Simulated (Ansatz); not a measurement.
MCl2 with several metals: BLYP-D4/def2-TZVP single points in Ansatz on relaxed structures, gas phase. HOMO and LUMO are taken over both spins. Binding counts from free atoms in the multiplicity of their measured ground term, without zero-point energy. Singlets are spin-restricted. The structures are stationary points that may keep the symmetry of their start. Remarks come from the PBE and PBE0 runs and from stability tests at other levels; not every state was tested. HOMO above LUMO (over both spins in singlets and doublets, within one spin in higher multiplets; at PBE or PBE0), or a gap under 0.15 eV within one spin, warns that the state may not be the lowest or that an electron is smeared out.

```
species  atoms    state           geometry  HOMO (eV)  LUMO (eV)  gap (eV)  binding per atom (eV)  point group (within 0.1 Å)                                                remarks
  NiCl2      3  triplet   PBE-D4/def2-TZVP      -6.89      -6.03      0.86                   2.51                         D∞h                                                      –
  CrCl2      3  quintet   PBE-D4/def2-TZVP      -5.61      -5.50      0.11                   2.58                         D∞h  near-degenerate levels, gap within one spin near zero
  CoCl2      3  quartet  PBE0-D4/def2-TZVP      -6.53      -6.06      0.47                   2.60                         D∞h                                                      –
```

(1) Estimate the rows for MnCl2 (sextet, PBE-D4/def2-TZVP geometry).

(1) 
```
species  atoms   state          geometry  HOMO (eV)  LUMO (eV)  gap (eV)  binding per atom (eV)  point group (within 0.1 Å)
  MnCl2      3  sextet  PBE-D4/def2-TZVP      -6.65      -4.50      2.15                   2.74                         D∞h
```

The gap (eV) runs from 0.11 (CrCl2) to 2.15 (MnCl2).
